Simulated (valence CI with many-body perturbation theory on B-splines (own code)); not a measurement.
The numbers below are computed, except where a source is named.
## Hyperfine factors and g values of In XXVIII

Level of theory: valence CI with perturbative core correlation (CI+MBPT): four valence electrons over a frozen Dirac-Fock core [Ar], radial functions for each j: 7 s, 7 p, 8 d, 6 f, 4 g, 1 h, with the one-electron correlation potential Σ1 (screened to all orders), the two-electron term Σ2, the three-electron term Σ3, Breit, model QED; selected single and double excitations, second order for the rest, scaled by the run's own slope (own B-spline code, finite nucleus).

The last digits are not significant, and no measured levels were compared; by estimate large intervals hold to a few tenths of a per cent, small ones and those within an open d or f shell to about a per cent. Only levels of the ground parity were solved; by the run's estimate the other parity begins above the list, which can be wrong where configurations are misplaced.

A/g_I is the dipole constant over the nuclear g factor μ/I (μ in nuclear magnetons, uniformly magnetised nucleus), B/Q the quadrupole constant per barn. Both hold the static response of the core; the bare values leave it out. Large factors of s and p1/2 electrons are usually good to 5 to 10 %; those of open d and f shells near neutrality can be off by tens of per cent, and small factors of p3/2, d and f electrons come from cancelling terms and can be off by a factor of two or in sign, in half-filled shells by more. B is blank for J = 1/2, where it vanishes, and for nearly pure S terms. Energies count from the lowest level. Levels with J = 0 are left out.

Names give the largest LS component (configuration and term), which can be under half, so a name can repeat, a term be missing and a line seem to break the LS rules; names also repeat where a configuration has a term twice. Letters in brackets count levels of one name in rising energy.

```csv
Level,E (cm⁻¹),g,A/g_I (MHz),A/g_I bare,B/Q (MHz/b),B/Q bare
3d4 5D_1,39224,1.495,-298,207,5230,5340
3d4 5D_2,67625,1.451,4220,4670,4610,4700
3d4 5D_3,86348,1.414,7350,7750,-1750,-1800
3d4 5D_4,92340,1.294,10600,10900,-8550,-8750
3d4 3H_4,139160,1.050,11700,11800,877,888
3d4 3G_3,161170,0.926,12900,12900,2650,2700
3d4 3F_2 [a],164900,0.864,11700,11700,6500,6640
3d4 3H_5,171530,1.073,12000,12100,11100,11300
3d4 3P_1 [a],175220,1.337,9910,10200,-490,-512
3d4 3H_6,183960,1.109,12400,12500,11600,11900
3d4 3G_4,200910,1.026,13600,13600,-6170,-6300
3d4 3D_2,206840,1.218,9970,10200,1620,1650
3d4 3D_3,214130,1.180,12000,12200,4410,4500
3d4 3F_4 [a],219000,1.150,9490,9670,1260,1290
3d4 3F_3 [a],239560,1.075,9180,9300,98.0,102
3d4 3P_2 [a],247660,1.123,14600,14800,2640,2700
3d4 3G_5,254600,1.152,10400,10500,-7110,-7270
3d4 3D_1,263090,0.681,15900,15700,4680,4790
3d4 1I_6,264460,1.049,12100,12200,15500,15900
3d4 3F_4 [b],291330,1.106,10100,10200,11100,11400
3d4 3P_2 [b],298810,1.208,10400,10600,1060,1090
3d4 1F_3,311480,1.067,11400,11500,10900,11100
3d4 3P_2 [c],324980,1.182,10700,10900,6460,6610
3d4 3F_4 [c],353740,1.135,9250,9420,-1930,-1970
3d4 3F_3 [b],368060,1.065,12700,12800,16400,16700
3d4 3F_2 [b],370140,0.925,13900,13900,8550,8730
3d4 3P_1 [b],372860,1.473,2300,2780,-6170,-6300
3d4 1G_4,389610,1.061,12600,12700,7290,7450
3d4 1D_2,467330,0.997,11700,11800,-16500,-16800
```

Take the isotope of mass number 113, with I = 9/2, μ = 5.5208 μN and Q = 0.761 b. What is the hyperfine structure of 3d4 3H_5?

From the table A = 14800 MHz, B = 8420 MHz. Shifts from the centre of gravity in MHz: F = 1/2: -396000, F = 3/2: -374000, F = 5/2: -338000, F = 7/2: -288000, F = 9/2: -222000, F = 11/2: -142000, F = 13/2: -46300, F = 15/2: 64800, F = 17/2: 192000, F = 19/2: 335000.
